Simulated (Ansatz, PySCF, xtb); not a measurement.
Energy difference 2 R1 + R2 → 3 P1, each structure at its B3LYP-D3(BJ)/def2-TZVP stationary point, reached from a drawn start (curvature not checked).
R1: BCl3 (SMILES ClB(Cl)Cl), charge 0, multiplicity 1.
P1: BCl2F (SMILES FB(Cl)Cl), charge 0, multiplicity 1.
R2: BF3 (SMILES FB(F)F), charge 0, multiplicity 1.

P less R. No zero-point or thermal terms.

Run with Ansatz (Gaussian basis) for Hartree–Fock, density functionals and correlated methods; PySCF for the D3/D4 terms; xtb for the GFN methods. Each number belongs to the level named beside it.

Q: One of these levels gives 7.73 kcal/mol for the reaction energy. Which?
A. r2SCAN-D3(BJ)/def2-TZVPP
B. B3LYP-D4/def2-TZVPP
C. GFN2-xTB
D. PBE0-D3(BJ)/def2-TZVPP

A: C, GFN2-xTB. The others give 1.54 (r2SCAN-D3(BJ)/def2-TZVPP), 1.88 (B3LYP-D4/def2-TZVPP), 2.49 (PBE0-D3(BJ)/def2-TZVPP)

Ansatz is a program for electronic structure.
